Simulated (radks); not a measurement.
Ba III, configuration [Xe] (the NIST ground configuration). Calculated with a radial shooting solver on a logarithmic mesh with Libxc functionals: scalar-relativistic Kohn-Sham, PBE, spin-unpolarised, spherical densities, point nucleus.

Unscreened Slater integrals over Kohn-Sham orbitals (eV).

integral,value
"F0(5p,5p)",12.932
"F2(5p,5p)",6.9930
"F0(5p,5s)",13.824
"G1(5p,5s)",9.2510
"F0(5p,4d)",16.148
"F2(5p,4d)",4.5886
"G1(5p,4d)",1.3340
"G3(5p,4d)",1.2818
"F0(5p,4p)",16.355
"F2(5p,4p)",4.1106
"G0(5p,4p)",0.79696
"G2(5p,4p)",1.0301
"F0(5s,5s)",14.992
"F0(5s,4d)",18.310
"G2(5s,4d)",2.0872
"F0(5s,4p)",18.598
"G1(5s,4p)",1.3655
"F0(4d,4d)",30.650
"F2(4d,4d)",15.597
"F4(4d,4d)",10.411
"F0(4d,4p)",32.255
"F2(4d,4p)",16.524
"G1(4d,4p)",21.029
"G3(4d,4p)",13.114
"F0(4p,4p)",34.163
"F2(4p,4p)",17.952
